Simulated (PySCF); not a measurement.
Which determinant of BeCd⁺ lies lowest?

Unrestricted PBE0; Be def2-SVPD, Cd def2-SVPD with ECP28; scalar-relativistic core potentials (PySCF 2.14). Outer shells of the fragments: Be 2s2; Cd+ 4d10 5s1.

Followed along the bond (rough minima from three points):

| 2Ms+1 | unpaired | ⟨S²⟩ at the start | R at minimum (Å) | Te (eV) |
| --- | --- | --- | --- | --- |
| 2 | σ ↑ | 0.77 | 2.53 | 0.00 |
| 4 | σ ↑↑, π ↑ | 3.75 | none in the scan | ≤ 3.96 |

Solutions found at the starting distance of 2.460 Å, counted from the lowest of them; the search is not exhaustive and high or unbound solutions are not listed, so other states can lie among these:

```json
{"2Ms+1": "2", "unpaired": "σ ↑", "term": "²Σ⁺", "E (eV)": "0.00", "⟨S²⟩": "0.77", "⟨Lz²⟩": "0.00", "μ (D)": "-3.56"}
{"2Ms+1": "2", "unpaired": "π ↑", "term": "²Π", "E (eV)": "2.05", "⟨S²⟩": "0.81", "⟨Lz²⟩": "1.00", "μ (D)": "-3.41"}
{"2Ms+1": "4", "unpaired": "σ ↑↑, π ↑", "term": "⁴Π", "E (eV)": "4.12", "⟨S²⟩": "3.75", "⟨Lz²⟩": "1.00", "μ (D)": "-3.04"}
{"2Ms+1": "4", "unpaired": "σ ↑↑↑", "term": "⁴Σ⁺", "E (eV)": "4.37", "⟨S²⟩": "3.75", "⟨Lz²⟩": "0.00", "μ (D)": "-3.32"}
{"2Ms+1": "2", "unpaired": "σ ↑↑, π ↓", "term": "mixed", "E (eV)": "5.25", "⟨S²⟩": "1.75", "⟨Lz²⟩": "1.00", "μ (D)": "-3.36"}
{"2Ms+1": "4", "unpaired": "σ ↑, π ↑↑", "term": "⁴Σ⁻", "E (eV)": "6.26", "⟨S²⟩": "3.75", "⟨Lz²⟩": "0.00", "μ (D)": "-1.87"}
```

A term symbol is given only where ⟨S²⟩ and ⟨Lz²⟩ are close to those of a pure state; real π, δ and φ orbitals otherwise mix terms. A positive dipole points towards Cd; it is taken about the centre of mass and depends on that origin.

Spin–orbit coupling is left out. Counting both spins, an empty level lies below a filled one in some of these solutions, because spin and occupation are held.
